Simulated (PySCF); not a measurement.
Gas-phase reaction: ZnH2 + C3H6 (propylene) → ZnCH3 + C2H5. Level: ωB97M-V/def2-TZVP†; standard pressure 1 bar.

Energies from PySCF, thermal terms from the rigid-rotor harmonic-oscillator model, ideal gas at 1 bar. S°(298 K) at PBE0/def2-TZVP differs from the NASA 1993 table for C2H5 (+9 J/mol/K); whether the harmonic model or the table's entry is off was not settled. † marks an energy on the PBE0/def2-TZVP geometry and frequencies. Open shells (unrestricted): ZnCH3 (multiplicity 2), C2H5 (multiplicity 2); the rest are closed-shell singlets. Zn: all electrons, no relativistic terms. ZnH2, ZnCH3: computed as isolated molecules; such fragments, hydroxides, amides, oligomers or adducts are transient or little studied in the gas. The harmonic model lacks anharmonicity and excited electronic states, which grow with temperature; levels with a mode under 35 cm⁻¹ are left out. Internal rotation in C3H6 (propylene), C2H5 is treated as a harmonic vibration of one conformer, which makes the entropy rough.

```csv
T (K),1000/T (1/K),log10 K
500,2.0000,-14.91
600,1.6667,-12.02
800,1.2500,-8.42
1000,1.0000,-6.27
1200,0.8333,-4.86
1400,0.7143,?
```

**Question.** Fit log10 K = a + b·(1000/T) to the five rows, get the mean ΔH° and ΔS°, and predict log10 K at 1400 K.

**Answer.** Means: 1000/T = 1.3500, log10 K = -9.296. Sums of products about the means: Sxy = -7.95057, Sxx = 0.922278, so b = Sxy/Sxx = -8.62 and a = -9.296 − (-8.62)×1.3500 = 2.34.
ΔH° = −R ln 10 × 1000 K × b = −19.145 × (-8.62) = 165 kJ; ΔS° = R ln 10 × a = 45 J/K. The run's own values go from 166 kJ and 47 J/K at 500 K to 160 kJ and 41 J/K at 1400 K.
Prediction at 1400 K: 2.34 + (-8.62)×0.7143 = -3.82. The computed value is -3.85, 0.03 from the line.
For scale, ΔH°(298 K) is 166 kJ at this level, 165 kJ at ωB97X-V/def2-TZVP†, and runs from 53 to 331 kJ over the 20 levels computed.
